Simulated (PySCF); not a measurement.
## Finite-field polarisability of Te⁻ (tellurium, charge -1)

[Kr] 4d10 5s2 5p5, 2P determinant. All numbers are calculated (PySCF 2.14, the spin-free X2C one-electron Hamiltonian (Gaussian nucleus), in x2c-TZVPPall with one added diffuse shell each of s, p, d, f type (9s7p5d3f, 76 functions)). Frozen: [Kr] 4d10. Energy changes in a uniform field (μhartree):

```json
{"axis": "x", "F (au)": "0.0017", "HF": "-98.825", "MP2": "-107.622", "CCSD": "-106.994", "CCSD(T)": "-109.554"}
{"axis": "x", "F (au)": "0.0034", "HF": "-395.479", "MP2": "-430.716", "CCSD": "-428.215", "CCSD(T)": "-438.479"}
{"axis": "y", "F (au)": "0.0015", "HF": "-93.709", "MP2": "-101.995", "CCSD": "-101.513", "CCSD(T)": "-104.264"}
{"axis": "y", "F (au)": "0.003", "HF": "-375.042", "MP2": "-408.217", "CCSD": "-406.317", "CCSD(T)": "-417.336"}
{"axis": "z", "F (au)": "0.0015", "HF": "-93.709", "MP2": "-101.995", "CCSD": "-101.513", "CCSD(T)": "-104.264"}
{"axis": "z", "F (au)": "0.003", "HF": "-375.042", "MP2": "-408.217", "CCSD": "-406.317", "CCSD(T)": "-417.336"}
```

(1) Derive α along x at CCSD(T) from the two fields.

(2) And the mean polarisability at each level?

The polarisability of an anion needs two sets of diffuse s and p functions; this basis lacks them, so these values show the method and not the converged property.

Results:

(1) With ΔE = −αF²/2 − γF⁴/24, α = −(16 ΔE(F) − ΔE(2F))/(6F²) = 75.80 bohr³.

(2) HF 78.31, MP2 85.25, CCSD 84.82, CCSD(T) 87.04 bohr³.
